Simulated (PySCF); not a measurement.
Ga(H)(Cl)(Me), CH4ClGa, SMILES [CH3][GaH][Cl] at its B3LYP/def2-SVP optimised geometry (Å):

```
7

Ga     0.3635    -0.0868     0.0000
H      1.9303    -0.0868     0.0000
Cl    -0.5153    -2.0835    -0.0037
C     -0.8869     1.4329     0.0000
H     -1.9303     1.0897     0.0363
H     -0.7374     2.0373    -0.9098
H     -0.6880     2.0835     0.8672
```

Calculation: B3LYP/def2-TZVP (PySCF).

Map of the electrostatic potential (hartree/e), clipped to [-0.08, 0.12] on the plane z = 1.2 Å:

```
|222222222222222222222222222|
|222222222222222222222222222|
|222222222222222222222222222|
|222222222233333222222222222|
|222222222344433322222222222|
|222222222479753332222222222|
|222222223699974333222222222|
|222222223799984433322222222|
|222222223699975443322222222|
|222222233579765554322222222|
|222222333456678865332222222|
|222222333356899996432222111|
|222222223357999997432211111|
|112222222358999998432211111|
|111111122358999998432111111|
|111111111236999996422111111|
|111111111124689975321111111|
|111110000123555543221111111|
|111110000135543222111111111|
|111100000136642111111111111|
|111100000124421000111111111|
|111100000012210000011111111|
|111100000000000000011111111|
|111100000000000000011111111|
|111110000000000000011111111|
|111111000000000000011111111|
|111111100000000000111111111|
```
Scale: ten equal steps from -0.029 (start of '0') to 0.120 (end of '9'), in the order '0123456789'; x runs from -4.50 to 4.50, y from -4.50 (bottom) to 4.50 (top).
